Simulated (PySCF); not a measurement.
# Correlation energy of Nb (niobium, neutral)

[Kr] 4d4 5s1, high-spin 6D determinant. Computed with PySCF 2.14 in def2-QZVPPD with the def2 core potential (28 electrons), with a scalar-relativistic core potential. Frozen: nothing; 13 electrons correlated.

```
  level  correlation energy (mhartree)
   CCSD                        -357.44
    (T)                         -11.68
CCSD(T)                        -369.12
```

Diagnostics: T1 = 0.012, D1 = 0.0544, largest double amplitude 0.018.

Cost of the coupled-cluster step: about 19 core-seconds, for 13 correlated electrons.

The basis has no tight functions for the innermost shells, so their pair energies are far from complete.

This basis was not built for core-valence correlation, so the inner-shell part is incomplete.
